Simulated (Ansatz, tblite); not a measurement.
Forces on 1,3,5-triphenylbenzene (C₂₄H₁₈) at its PBE-D4/def2-SVP geometry. Charge 0, multiplicity 1.

The xTB rows come from tblite. B3LYP takes the VWN-RPA correlation. Single mean-field runs in def2-TZVP are fitted with def2-universal-jkfit.

GFN2-xTB (tblite), largest force 0.68 eV/Å:

```xyz
42
positions Å, forces eV/Å
C    -1.344   -2.220   -5.120    0.084    0.143    0.338
C    -2.185   -1.270   -4.520    0.288   -0.114    0.199
C    -1.859   -0.728   -3.270    0.157   -0.238   -0.099
C    -0.687   -1.126   -2.588   -0.121   -0.190   -0.410
C    -0.345   -0.553   -1.262    0.161    0.187    0.367
C     0.270   -1.346   -0.271   -0.033    0.165    0.034
C     0.618   -0.813    0.986   -0.246    0.237   -0.281
C     1.247   -1.669    2.025    0.214   -0.269    0.318
C     0.875   -3.024    2.174    0.165    0.137    0.201
C     1.469   -3.830    3.154    0.066    0.366   -0.029
C     2.450   -3.301    4.007   -0.157    0.217   -0.265
C     2.832   -1.957    3.870   -0.240   -0.129   -0.249
C     2.236   -1.150    2.891   -0.050   -0.298   -0.009
C     0.341    0.545    1.243   -0.119   -0.092   -0.127
C    -0.274    1.366    0.275    0.085   -0.424   -0.086
C    -0.560    2.794    0.563   -0.090    0.449    0.091
C    -1.729    3.415    0.068    0.170    0.135    0.202
C    -2.000    4.763    0.340    0.287   -0.182    0.150
C    -1.107    5.521    1.113    0.074   -0.364   -0.074
C     0.059    4.919    1.612   -0.209   -0.205   -0.228
C     0.328    3.571    1.341   -0.223    0.128   -0.150
C    -0.610    0.801   -0.972    0.154   -0.080    0.092
C     0.149   -2.085   -3.204   -0.220    0.131   -0.147
C    -0.175   -2.625   -4.456   -0.194    0.276    0.159
H    -1.599   -2.645   -6.103    0.158    0.266    0.610
H    -3.109   -0.953   -5.028    0.572   -0.189    0.302
H    -2.539   -0.003   -2.796    0.404   -0.435   -0.301
H     0.482   -2.404   -0.485   -0.126    0.627    0.126
H     0.087   -3.441    1.529    0.484    0.239    0.396
H     1.155   -4.880    3.259    0.203    0.641   -0.069
H     2.918   -3.934    4.776   -0.291    0.395   -0.477
H     3.607   -1.534    4.527   -0.482   -0.260   -0.393
H     2.560   -0.105    2.775   -0.190   -0.632    0.085
H     0.559    0.959    2.238   -0.122   -0.243   -0.589
H    -2.448    2.822   -0.517    0.430    0.374    0.348
H    -2.922    5.222   -0.048    0.572   -0.274    0.230
H    -1.319    6.580    1.327    0.131   -0.657   -0.132
H     0.770    5.507    2.212   -0.445   -0.360   -0.359
H     1.258    3.115    1.714   -0.563    0.288   -0.215
H    -1.041    1.443   -1.754    0.247   -0.381    0.463
H     1.081   -2.388   -2.704   -0.566    0.171   -0.313
H     0.497   -3.362   -4.922   -0.421    0.443    0.288
```

r2SCAN-D4/def2-TZVP (Ansatz), largest force 0.55 eV/Å:

```
C 0.019 0.032 0.084
C 0.081 -0.027 0.050
C 0.035 -0.060 -0.030
C -0.066 -0.127 -0.275
C 0.081 0.128 0.281
C -0.005 0.025 0.005
C -0.143 0.184 -0.218
C 0.130 -0.186 0.212
C 0.035 0.028 0.048
C 0.024 0.099 -0.010
C -0.037 0.051 -0.067
C -0.069 -0.034 -0.063
C -0.008 -0.075 0.003
C -0.017 -0.012 -0.017
C 0.062 -0.307 -0.062
C -0.060 0.295 0.060
C 0.038 0.038 0.048
C 0.080 -0.047 0.038
C 0.019 -0.091 -0.019
C -0.060 -0.055 -0.058
C -0.053 0.037 -0.033
C 0.022 -0.010 0.013
C -0.047 0.030 -0.036
C -0.057 0.072 0.045
H 0.129 0.216 0.494
H 0.462 -0.158 0.255
H 0.330 -0.355 -0.225
H -0.101 0.504 0.101
H 0.384 0.210 0.322
H 0.156 0.527 -0.054
H -0.236 0.320 -0.386
H -0.388 -0.210 -0.329
H -0.157 -0.508 0.051
H -0.117 -0.202 -0.468
H 0.351 0.285 0.290
H 0.461 -0.231 0.194
H 0.106 -0.532 -0.107
H -0.356 -0.296 -0.301
H -0.452 0.220 -0.188
H 0.218 -0.302 0.367
H -0.457 0.156 -0.248
H -0.336 0.370 0.235
```

B3LYP-D4/def2-TZVP (Ansatz), largest force 0.63 eV/Å:

```
C 0.013 0.023 0.063
C 0.055 -0.017 0.038
C 0.038 -0.065 0.006
C -0.094 -0.168 -0.368
C 0.109 0.174 0.390
C -0.010 0.048 0.010
C -0.195 0.253 -0.303
C 0.177 -0.245 0.285
C 0.012 0.057 0.041
C 0.012 0.070 -0.009
C -0.026 0.038 -0.050
C -0.048 -0.021 -0.046
C -0.011 -0.067 -0.033
C -0.060 -0.033 -0.025
C 0.085 -0.424 -0.086
C -0.080 0.397 0.080
C 0.039 0.002 0.060
C 0.054 -0.037 0.027
C 0.014 -0.068 -0.014
C -0.039 -0.041 -0.042
C -0.042 0.010 -0.058
C 0.070 -0.015 0.016
C -0.037 0.060 -0.017
C -0.036 0.052 0.034
H 0.144 0.242 0.554
H 0.519 -0.177 0.284
H 0.381 -0.414 -0.275
H -0.122 0.609 0.122
H 0.452 0.233 0.377
H 0.178 0.590 -0.060
H -0.264 0.359 -0.433
H -0.436 -0.237 -0.367
H -0.179 -0.595 0.071
H -0.131 -0.240 -0.570
H 0.406 0.345 0.335
H 0.519 -0.257 0.217
H 0.119 -0.596 -0.120
H -0.402 -0.330 -0.336
H -0.528 0.267 -0.211
H 0.253 -0.368 0.447
H -0.532 0.171 -0.295
H -0.379 0.413 0.262
```
